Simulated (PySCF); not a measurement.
Electron correlation in Sb²⁺ (antimony, charge +2)

[Kr] 4d10 5s1 5p2, high-spin 4P determinant (an excited configuration). Computed with PySCF 2.14 in aug-cc-pwCVTZ-DK3 with one added diffuse shell each of s, p, d, f type (11s10p8d5f1g, 125 functions), with the spin-free X2C one-electron Hamiltonian (Gaussian nucleus). Frozen: [Kr] 4d10; 3 electrons correlated.

MP2 pair energies summed by pair of shells (mhartree):

```json
{"pair": "5p-5p", "energy": "-4.51", "share (%)": "58.6"}
{"pair": "5s-5p", "energy": "-3.19", "share (%)": "41.4"}
```

Total MP2 correlation energy: -7.70 mhartree.

Same-spin part -7.70 and opposite-spin part 0.00 mhartree; SCS-MP2 scales them by 1/3 and 6/5 to -2.57 mhartree.
